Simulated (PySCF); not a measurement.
Compound: C₉H₁₄O.
Geometry (PBE0-D3(BJ)/def2-SVP, Å), atoms numbered from 1 in this order:
```
atom  x, y, z in Å
C1     3.1200   -1.0143    1.0032
C2     2.1939   -0.7427   -0.1557
O3     2.1309   -1.4899   -1.1091
C4     1.3571    0.4808   -0.0500
C5     0.7869    1.0810   -1.3094
C6    -0.1431    0.4164   -0.3662
C7    -0.8510   -0.8882   -0.7216
C8    -1.9488   -1.0121    0.3319
C9    -2.4013    0.4334    0.5271
C10   -1.0882    1.2218    0.5345
H11    3.6353   -1.9709    0.8528
H12    3.8618   -0.2037    1.0883
H13    2.5550   -1.0322    1.9487
H14    1.6221    1.1649    0.7619
H15    0.7738    2.1716   -1.3866
H16    1.0395    0.5359   -2.2242
H17   -0.1720   -1.7485   -0.7790
H18   -1.3072   -0.7804   -1.7205
H19   -2.7627   -1.6891    0.0318
H20   -1.5271   -1.4038    1.2740
H21   -3.0215    0.7405   -0.3320
H22   -3.0018    0.5925    1.4354
H23   -1.2083    2.2606    0.1901
H24   -0.6846    1.2672    1.5595
```

The calculation used PySCF, PBE0-D3(BJ)/def2-SVP geometry optimisation, gas phase.

Take the most abundant isotopes and a rigid rotor. The values belong to one conformer with, in the numbering `[CH3:1][C:2](=[O:3])[C@H:4]1[CH2:5][C:6]12[CH2:7][CH2:8][CH2:9][CH2:10]2`, C1–C2–C4–C5 159°, C2–C4–C5–C6 109°, C4–C5–C6–C7 -112°, C5–C6–C7–C8 -166°, C6–C7–C8–C9 37°.

(1) Give the principal moments of inertia and the rotational constants in cm⁻¹.

(2) Classify the top.

(3) Is it planar, by Δ = Ic − Ia − Ib?

(4) Give the other two planar moments, Paa and Pbb, and the rms extents of the mass along the axes.

(5) Which lines would a microwave search look for?

Results:

(1) Ia = 205.99, Ib = 580.18, Ic = 611.29 u·Å²; 505379 MHz·u·Å²/I gives 2453, 871.1 and 826.7 MHz, that is A = 0.08184, B = 0.02906, C = 0.02758 cm⁻¹.

(2) A near-prolate asymmetric top: κ = (2 × 871.1 − 2453 − 826.7)/(2453 − 826.7) = -0.95.

(3) Not planar: Δ = Ic − Ia − Ib = -174.88 u·Å². For a rigid frame Δ = −2 Σ m c², so Σ m c² = 87.44 u·Å² lies off the ab plane: 24.83 from hydrogen and 62.62 from heavier atoms. The atom farthest from that plane is 2.20 Å away.

(4) Paa = Σ m a² = (Ib + Ic − Ia)/2 = 492.74 and Pbb = Σ m b² = (Ia + Ic − Ib)/2 = 118.55 u·Å². With the mass M = 138.10 u, the rms extents √(P/M) along a, b and c are 1.89, 0.93, 0.80 Å.

(5) The dipole components are |μa| = 1.04 D, |μb| = 1.42 D, |μc| = 2.02 D. Intensities carry the squares of the components, which stand as 0.27 : 0.50 : 1.00 (a : b : c). Some lines, for components of 0.1 D or more:

```tsv
type	branch	J(Ka,Kc)	MHz	lower level (cm⁻¹)
c	Q	2(1,2) ← 2(0,2)	1539	0.170
c	Q	1(1,1) ← 1(0,1)	1582	0.057
b	Q	1(1,0) ← 1(0,1)	1627	0.057
b	Q	2(1,1) ← 2(0,2)	1672	0.170
a	R	1(0,1) ← 0(0,0)	1698	0.000
b	R	2(0,2) ← 1(1,1)	1812	0.109
c	R	1(1,0) ← 0(0,0)	3324	0.000
a	R	2(1,2) ← 1(1,1)	3351	0.109
a	R	2(0,2) ← 1(0,1)	3395	0.057
a	R	2(1,1) ← 1(1,0)	3440	0.111
b	Q	2(2,1) ← 2(1,2)	4880	0.221
b	R	2(1,2) ← 1(0,1)	4934	0.057
c	R	2(1,1) ← 1(0,1)	5067	0.057
b	R	2(2,1) ← 1(1,0)	8187	0.111
b	R	2(2,0) ← 1(1,1)	8232	0.109
```

PBE0-D3(BJ)/def2-SVP frequencies: not computed here. Constants of a rigid frame at the computed geometry: no zero-point averaging, no centrifugal distortion. A rigid rotor knows nothing of internal rotation, which can split or shift real lines.
